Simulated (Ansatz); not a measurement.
Species: C₂H₅O, SMILES `[CH2]OC` (H–C–O–C torsion 23°) (charge 0, multiplicity 2), formula C2H5O.

Task: How many basis functions does frozen-core CCSD(T)/cc-pVTZ // PBE0-D4/def2-TZVP in Ansatz (a program for electronic structure) use, how many core orbitals are frozen, and how many electrons are correlated?

Result: 160 basis functions and 3 frozen orbitals, which leaves 19 correlated electrons. Core time is of the order of minutes.
